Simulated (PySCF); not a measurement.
# Energy of Ti⁺ (titanium, charge +1) between two integer charges

The 4s alpha orbital of [Ar] 3d2 4s1 is emptied in steps (occupation f), with all orbitals relaxed, ending at [Ar] 3d2. Calculation: PySCF 2.14, in def2-SVP (5s3p2d1f, 31 functions); no relativity, point nucleus. The exact energy is a straight line in f; departures are measured from the line between the end points of the same method.

```tsv
f	UHF (eV)
1	0.000
0.75	0.012
0.5	0.016
0.25	0.012
0	0.000
```

**Question.** For UHF, how does the orbital energy at f = 1 compare with the removal energy?

**Answer.** −ε = 12.863 eV against a total-energy difference of 12.797 eV. By Janak's theorem ε = ∂E/∂f, so the gap between them reflects the curvature. Along the path −ε is 12.829 (f = 0.75), 12.796 (f = 0.5), 12.765 (f = 0.25) eV.

Reference removal energy between the ground levels: 13.575 eV (measured; NIST Atomic Spectra Database, ionization energies). The calculation has no spin-orbit coupling. UHF lacks correlation.
